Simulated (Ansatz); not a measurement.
`C[SiH2][SiH2]F` + `[NH2][GeH3]` → `F[SiH2][NH][GeH3]` + `C[SiH3]` at 400 K and 1 bar (cleavage of the Si–Si bond).

Computed with Ansatz on PBE0-D4/def2-TZVP structures; ΔE is electronic, products minus reactants. CCSD(T)/CBS adds triple-zeta CCSD(T) − MP2 to the extrapolated MP2 energy (def2 sets, frozen cores). This one scheme is used for every species. For Ge outer-core shells are correlated without core-valence functions, which leaves a few kJ/mol of doubt a bond. Scalar relativity is left out up to krypton. One conformer a species, not always the lowest.

```
            species  CCSD(T)/CBS energy (Eh)  H − E (kJ/mol)  S (J/(mol·K))
   `C[SiH2][SiH2]F`               -720.27653           227.3          386.6
      `[NH2][GeH3]`              -2133.81884           149.5          296.9
`F[SiH2][NH][GeH3]`              -2523.39267           190.4          388.3
          `C[SiH3]`               -330.73916           180.9          277.1
```

H − E and S are ideal-gas, rigid-rotor, harmonic terms from PBE0-D4/def2-TZVP, for one conformer and one mirror image of each species. 1 Eh = 2625.50 kJ/mol, R = 8.31446 J/(mol·K).

By hand: ΔE, ΔH, ΔS and ΔG.

ΔE = (-2523.39267) + (-330.73916) − (-720.27653) − (-2133.81884) = -0.03646 Eh = -95.7 kJ/mol. Δ(H − E) = 190.4 + 180.9 − 227.3 − 149.5 = -5.5, so ΔH = -101.2 kJ/mol. ΔS = 388.3 + 277.1 − 386.6 − 296.9 = -18.1 J/(mol·K). ΔG = -101.2 − 400 × (-18.1)/1000 = -94.0 kJ/mol.

By hand: the equilibrium constant, and the temperature at which ΔG would vanish if ΔH and ΔS stayed fixed.

log₁₀ K = −ΔG/(RT ln 10) = 12.3. ΔG = 0 at ΔH/ΔS = 5591 K, far beyond where these terms or the molecules hold.

ΔH outweighs TΔS. A doubt of 5 kJ/mol in ΔE shifts log₁₀ K by 0.7 here. Other conformers and mirror images would add mixing entropy, several J/(mol·K) or more a flexible species. Modes under 60 cm⁻¹, often nearly free rotors, make the harmonic entropy too high. These are equilibria of isolated gas molecules and say nothing of rates. Largest T1 diagnostic: 0.012 (customary marks: 0.02 for closed shells, 0.045 for open ones).
